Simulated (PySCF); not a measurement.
H7NO3Si2, SMILES O[Si](O)(O)N[SiH3], singlet, CAM-B3LYP/def2-SVP optimised geometry.

```
13

Si    -1.47    -1.11     0.00
N      0.27    -1.11     0.00
Si     1.31    -0.42    -1.18
O      0.36    -0.09    -2.50
O      2.53    -1.49    -1.43
O      2.03     1.01    -0.80
H     -2.03     0.27     0.00
H     -2.03    -1.81    -1.19
H     -1.92    -1.82     1.23
H      0.73    -1.61     0.76
H     -0.09    -0.83    -2.92
H      3.36    -1.11    -1.75
H      1.52     1.82    -0.93
```

Density from PySCF with CAM-B3LYP/def2-TZVP at that geometry.

Minimum of the electron density along straight lines between bonded atoms, close to the bond critical point (lines longer than 1.1 times the sum of covalent radii, or with two minima, are not listed):

```csv
bond,length / Å,ρ at the minimum / e bohr⁻³,∇²ρ there / e bohr⁻⁵,position (fraction from the first atom)
Si1–N2,1.739,0.128,0.50,0.40
N2–Si3,1.715,0.138,0.55,0.60
Si3–O4,1.655,0.138,0.78,0.41
Si3–O5,1.645,0.142,0.79,0.41
Si3–O6,1.648,0.141,0.78,0.41
Si1–H7,1.490,0.122,0.13,0.49
Si1–H8,1.493,0.121,0.14,0.49
Si1–H9,1.488,0.122,0.14,0.49
N2–H10,1.016,0.326,-1.56,0.74
O4–H11,0.963,0.351,-2.39,0.81
O5–H12,0.963,0.351,-2.39,0.81
O6–H13,0.962,0.352,-2.39,0.81
```
